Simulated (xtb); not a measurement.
xtb input (GFN2-xTB):

```bash
xtb mol.xyz --gfn 2 --sp --chrg 0 --uhf 0
```
mol.xyz:
```
11

C      1.77894681    -0.74197949     0.10827623
Al    -0.00805223     0.04846776    -0.00454877
C     -1.64991533    -1.00120093     0.03964769
O     -0.20851206     1.73908207    -0.14937184
H      1.90333930    -1.29021087     1.04751459
H      2.58297413    -0.00537283     0.04790693
H      1.93543899    -1.46934935    -0.69447157
H     -2.53869183    -0.37135198    -0.02750768
H     -1.68385862    -1.71908563    -0.78557429
H     -1.72181067    -1.58720678     0.96097413
H      0.52119538     2.35892238    -0.18227699
```

Output:

```
           -------------------------------------------------
          |                Calculation Setup                |
           -------------------------------------------------

           -------------------------------------------------
          |                 G F N 2 - x T B                 |
           -------------------------------------------------

        Reference                      10.1021/acs.jctc.8b01176
      * Hamiltonian:
        H0-scaling (s, p, d)           1.850000    2.230000    2.230000
        zeta-weighting                 0.500000
      * Dispersion:
        s8                             2.700000
        a1                             0.520000
        a2                             5.000000
        s9                             5.000000
      * Repulsion:
        kExp                           1.500000    1.000000
        rExp                           1.000000
      * Coulomb:
        alpha                          2.000000
        third order                    shell-resolved
        anisotropic                    true
        a3                             3.000000
        a5                             4.000000
        cn-shift                       1.200000
        cn-exp                         4.000000
        max-rad                        5.000000

          ...................................................
          :                      SETUP                      :
          :.................................................:
          :  # basis functions                  29          :
          :  # atomic orbitals                  28          :
          :  # shells                           16          :
          :  # electrons                        24          :
          :  max. iterations                   250          :
          :  Hamiltonian                  GFN2-xTB          :
          :  restarted?                      false          :
          :  GBSA solvation                  false          :
          :  PC potential                    false          :
          :  electronic temp.          300.0000000     K    :
          :  accuracy                    1.0000000          :
          :  -> integral cutoff          0.2500000E+02      :
          :  -> integral neglect         0.1000000E-07      :
          :  -> SCF convergence          0.1000000E-05 Eh   :
          :  -> wf. convergence          0.1000000E-03 e    :
          :  Broyden damping             0.4000000          :
          :  net charge                          0          :
          :  unpaired electrons                  0          :
          ...................................................

 iter      E             dE          RMSdq      gap      omega  full diag
   1    -13.1428153 -0.131428E+02  0.144E+01    4.74       0.0  T
   2    -13.1601529 -0.173377E-01  0.808E+00    4.62       1.0  T
   3    -13.1609137 -0.760810E-03  0.128E+00    4.20       1.0  T
   4    -13.1657003 -0.478661E-02  0.675E-01    4.37       1.0  T
   5    -13.1664597 -0.759391E-03  0.433E-01    4.55       1.0  T
   6    -13.1663936  0.661328E-04  0.307E-01    4.43       1.0  T
   7    -13.1666767 -0.283063E-03  0.111E-01    4.49       1.0  T
   8    -13.1666449  0.317982E-04  0.570E-02    4.52       1.0  T
   9    -13.1666769 -0.320633E-04  0.267E-02    4.51       1.1  T
  10    -13.1666846 -0.768002E-05  0.368E-03    4.50       8.2  T
  11    -13.1666846 -0.205640E-07  0.174E-03    4.50      17.3  T
  12    -13.1666846 -0.289789E-07  0.539E-04    4.50      55.9  T
  13    -13.1666846 -0.153050E-08  0.130E-04    4.50     231.8  T

   *** convergence criteria satisfied after 13 iterations ***

         #    Occupation            Energy/Eh            Energy/eV
      -------------------------------------------------------------
         1        2.0000           -0.6552671             -17.8307
       ...           ...                  ...                  ...
         6        2.0000           -0.4552168             -12.3871
         7        2.0000           -0.4550930             -12.3837
         8        2.0000           -0.4525914             -12.3156
         9        2.0000           -0.4478537             -12.1867
        10        2.0000           -0.4459150             -12.1340
        11        2.0000           -0.4108916             -11.1809
        12        2.0000           -0.3632971              -9.8858 (HOMO)
        13                         -0.1980842              -5.3901 (LUMO)
        14                         -0.1293654              -3.5202
        15                         -0.0435829              -1.1860
        16                         -0.0068197              -0.1856
        17                          0.0058842               0.1601
       ...                                ...                  ...
        28                          0.8783273              23.9005
      -------------------------------------------------------------
                  HL-Gap            0.1652129 Eh            4.4957 eV
             Fermi-level           -0.2806907 Eh           -7.6380 eV

 SCC (total)                   0 d,  0 h,  0 min,  0.005 sec
 SCC setup                      ...        0 min,  0.000 sec (  1.551%)
 Dispersion                     ...        0 min,  0.000 sec (  0.886%)
 classical contributions        ...        0 min,  0.000 sec (  0.363%)
 integral evaluation            ...        0 min,  0.001 sec ( 15.572%)
 iterations                     ...        0 min,  0.002 sec ( 50.368%)
 molecular gradient             ...        0 min,  0.001 sec ( 29.956%)
 printout                       ...        0 min,  0.000 sec (  1.187%)

         :::::::::::::::::::::::::::::::::::::::::::::::::::::
         ::                     SUMMARY                     ::
         :::::::::::::::::::::::::::::::::::::::::::::::::::::
         :: total energy             -13.015310434503 Eh    ::
         :: gradient norm              0.036402474295 Eh/a0 ::
         :: HOMO-LUMO gap              4.495671839921 eV    ::
         ::.................................................::
         :: SCC energy               -13.166674660922 Eh    ::
         :: -> isotropic ES            0.058021712317 Eh    ::
         :: -> anisotropic ES          0.003973574483 Eh    ::
         :: -> anisotropic XC          0.000298278747 Eh    ::
         :: -> dispersion             -0.004140058401 Eh    ::
         :: repulsion energy           0.151364226419 Eh    ::
         :: add. restraining           0.000000000000 Eh    ::
         :: total charge              -0.000000000000 e     ::
         :::::::::::::::::::::::::::::::::::::::::::::::::::::

           -------------------------------------------------
          |                Property Printout                |
           -------------------------------------------------

    * Orbital Energies and Occupations

         #    Occupation            Energy/Eh            Energy/eV
      -------------------------------------------------------------
         1        2.0000           -0.6552671             -17.8307
         2        2.0000           -0.5685578             -15.4712
         3        2.0000           -0.5583833             -15.1944
         4        2.0000           -0.5401221             -14.6975
         5        2.0000           -0.4693582             -12.7719
         6        2.0000           -0.4552168             -12.3871
         7        2.0000           -0.4550930             -12.3837
         8        2.0000           -0.4525914             -12.3156
         9        2.0000           -0.4478537             -12.1867
        10        2.0000           -0.4459150             -12.1340
        11        2.0000           -0.4108916             -11.1809
        12        2.0000           -0.3632971              -9.8858 (HOMO)
        13                         -0.1980842              -5.3901 (LUMO)
        14                         -0.1293654              -3.5202
        15                         -0.0435829              -1.1860
        16                         -0.0068197              -0.1856
        17                          0.0058842               0.1601
        18                          0.0360917               0.9821
        19                          0.1188533               3.2342
        20                          0.2062417               5.6121
        21                          0.2087730               5.6810
        22                          0.2227541               6.0614
        23                          0.2231226               6.0715
       ...                                ...                  ...
        28                          0.8783273              23.9005
      -------------------------------------------------------------
                  HL-Gap            0.1652129 Eh            4.4957 eV
             Fermi-level           -0.2806907 Eh           -7.6380 eV

     #   Z          covCN         q      C6AA      α(0)
     1   6 C        3.613    -0.217    25.410     7.277
     2  13 Al       2.424     0.316    99.636    20.726
     3   6 C        3.613    -0.211    25.270     7.256
     4   8 O        1.540    -0.490    22.754     6.435
     5   1 H        0.924     0.044     2.396     2.421
     6   1 H        0.924     0.052     2.292     2.368
     7   1 H        0.924     0.044     2.396     2.421
     8   1 H        0.925     0.064     2.151     2.294
     9   1 H        0.924     0.046     2.366     2.405
    10   1 H        0.924     0.046     2.366     2.406
    11   1 H        0.812     0.304     0.709     1.322

 Mol. C6AA /au·bohr⁶  :       1175.969238
 Mol. C8AA /au·bohr⁸  :      41736.692425
 Mol. α(0) /au        :         57.327921

Wiberg/Mayer (AO) data.
largest (>0.10) Wiberg bond orders for each atom

 ---------------------------------------------------------------------------
     #   Z sym  total        # sym  WBO       # sym  WBO       # sym  WBO
 ---------------------------------------------------------------------------
     1   6 C    3.923 --     2 Al   1.005     7 H    0.935     5 H    0.934
                             6 H    0.927
     2  13 Al   3.741 --     4 O    1.294     3 C    1.025     1 C    1.005
     3   6 C    3.931 --     2 Al   1.025    10 H    0.930     9 H    0.930
                             8 H    0.926
     4   8 O    2.233 --     2 Al   1.294    11 H    0.860
     5   1 H    0.998 --     1 C    0.934
     6   1 H    0.997 --     1 C    0.927
     7   1 H    0.998 --     1 C    0.935
     8   1 H    0.996 --     3 C    0.926
     9   1 H    0.998 --     3 C    0.930
    10   1 H    0.998 --     3 C    0.930
    11   1 H    0.908 --     4 O    0.860
 ---------------------------------------------------------------------------

Topologies differ in total number of bonds
Writing topology from bond orders to xtbtopo.mol

molecular dipole:
                 x           y           z       tot (Debye)
 q only:        0.384      -0.088       0.017
   full:        0.510      -0.229       0.032       1.423
molecular quadrupole (traceless):
                xx          xy          yy          xz          yz          zz
 q only:       -0.241       3.085       0.584      -0.256       0.002      -0.342
  q+dip:        1.491       3.804       0.853      -0.213      -0.170      -2.343
   full:       -0.855       4.044      -0.162      -0.382       0.201       1.017

           -------------------------------------------------
          | TOTAL ENERGY              -13.015310434503 Eh   |
          | GRADIENT NORM               0.036402474295 Eh/α |
          | HOMO-LUMO GAP               4.495671839921 eV   |
           -------------------------------------------------

------------------------------------------------------------------------
------------------------------------------------------------------------
Note: The following floating-point exceptions are signalling: IEEE_UNDERFLOW_FLAG IEEE_DENORMAL
normal termination of xtb
 total:
 SCF:
```
